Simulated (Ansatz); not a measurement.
Job for Ansatz (a first-principles code): U-PBE/cc-pVTZ on GaH3O (SMILES [OH][GaH2]), a point of a bond scan (R = 2.598 Å).

Ansatz 0.2 input:
```yaml
crystal:
  periodic: [false, false, false]
  atoms:
    - {symbol: Ga, position_ang: [-0.22521905, -0.28436532, 0.02581913]}
    - {symbol: H, position_ang: [0.06027017, -1.29718128, 1.17225298]}
    - {symbol: H, position_ang: [-1.35945454, -0.30870479, -1.05292543]}
    - {symbol: O, position_ang: [0.93817677, 1.08727522, -0.02402144]}
    - {symbol: H, position_ang: [0.49911314, 2.80375672, -1.92354637]}
basis:
  gaussian:
    orbitals: cc-pVTZ
hamiltonian:
  xc: {name: PBE}
magnetization: {spin_polarized: true, initial_magnetization: 0}
```

Output:

```
WARN ansatz: RAYON_NUM_THREADS=1 ignored (pool sized by the plan → 1); use --threads N
Functional definition: PBE
integrals: 0.03 GiB planned
710 factors; their error is unknown
mean field: 0.34 GiB planned
mean field evaluation 1: about -54441.8060 eV, gradient 6.1e1 eV
mean field evaluation 2: about -54261.4626 eV, gradient 1.3e2 eV
mean field evaluation 4: about -54452.0230 eV, gradient 1.8e1 eV
mean field evaluation 8: about -54447.7119 eV, gradient 4.1e1 eV
mean field evaluation 16: about -54459.9029 eV, gradient 2.9e-3 eV
mean field evaluation 32: about -54460.8209 eV, gradient 2.3e-1 eV
mean field evaluation 64: about -54459.7654 eV, gradient 8.6e0 eV
mean field evaluation 96: about -54460.6909 eV, gradient 3.6e0 eV
mean field -54460.82186565 eV, -2001.3982886918 hartree, gradient 2.7e-5 eV, S^2 0.912419; 9 other end points of the search recorded, 0 dependent functions left out
reference -54460.82190989 eV, -2001.3982903177 hartree; 21, 21 occupied and 94, 94 virtual orbitals, 710 factors
Total energy: -54460.82190989 eV, -2001.3982903177 hartree
```

The calculation finished and met its thresholds. Its determinant has ⟨S²⟩ = 0.91, a mixture of spin states.

Cost: roughly 10 core-seconds.
